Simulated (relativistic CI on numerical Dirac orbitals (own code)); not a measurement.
Tb3+ (4f8) in a crystal field

Calculated by Dirac-Coulomb-Breit CI, separate exchange-only KLI orbitals for each configuration, a model potential for QED, valence Slater integrals scaled by 0.75, one configuration in a parametric crystal field (own radial code).

Field parameters in Wybourne normalisation. The field is a parameter set, without covalency.

S and J are read from ⟨S²⟩ = S(S + 1) and ⟨J²⟩ = J(J + 1) of each level; they are not fictitious spins.

D3d, B20 = -920, B40 = -180, B43 = 720, B60 = 770, B63 = 730, B66 = -530 cm⁻¹, the lowest 10 levels:

| E (cm⁻¹) | Degeneracy | Irrep | S | J |
| --- | --- | --- | --- | --- |
| 0.0 | 1 | A1 | 2.95 | 5.99 |
| 21.3 | 2 | E | 2.95 | 5.99 |
| 79.5 | 2 | E | 2.95 | 5.99 |
| 154 | 1 | A2 | 2.95 | 5.98 |
| 179 | 1 | A1 | 2.95 | 5.99 |
| 282 | 2 | E | 2.95 | 5.98 |
| 428 | 2 | E | 2.95 | 5.99 |
| 525 | 1 | A2 | 2.95 | 5.99 |
| 525 | 1 | A1 | 2.95 | 5.99 |
| 2093 | 1 | A2 | 2.96 | 4.98 |

D4h, B20 = 1320, B40 = -1020, B44 = -1430, B60 = 730, B64 = -930 cm⁻¹, the lowest 16 levels:

| E (cm⁻¹) | Degeneracy | Irrep | S | J |
| --- | --- | --- | --- | --- |
| 0.0 | 1 | B1 | 2.95 | 6.00 |
| 0.2 | 1 | B2 | 2.95 | 6.00 |
| 283 | 2 | E | 2.95 | 5.96 |
| 413 | 1 | A1 | 2.95 | 5.97 |
| 477 | 1 | A2 | 2.95 | 5.95 |
| 501 | 2 | E | 2.95 | 5.97 |
| 508 | 1 | B1 | 2.95 | 5.98 |
| 830 | 1 | A1 | 2.95 | 5.99 |
| 849 | 2 | E | 2.95 | 5.99 |
| 865 | 1 | B2 | 2.95 | 5.99 |
| 2402 | 1 | A1 | 2.96 | 4.98 |
| 2403 | 1 | A2 | 2.96 | 4.99 |
| 2463 | 2 | E | 2.96 | 4.97 |
| 2512 | 2 | E | 2.96 | 4.96 |
| 2562 | 1 | B1 | 2.96 | 5.00 |
| 2781 | 1 | A2 | 2.96 | 4.98 |

The next free-ion level lies 2093 cm⁻¹ above the lowest; the field splits the ground level into components whose J stays near 6 as long as their spread is small against that gap.

Levels of this model without a field, named by their leading LS term (the scale mimics covalency, so terms lie below those of the real free ion): ⁷F6 0, ⁷F5 2093, ⁷F4 3269, ⁷F3 4243, ⁷F2 4915, ⁷F1 5370, ⁷F0 5589, ⁵D4 16537 cm⁻¹.
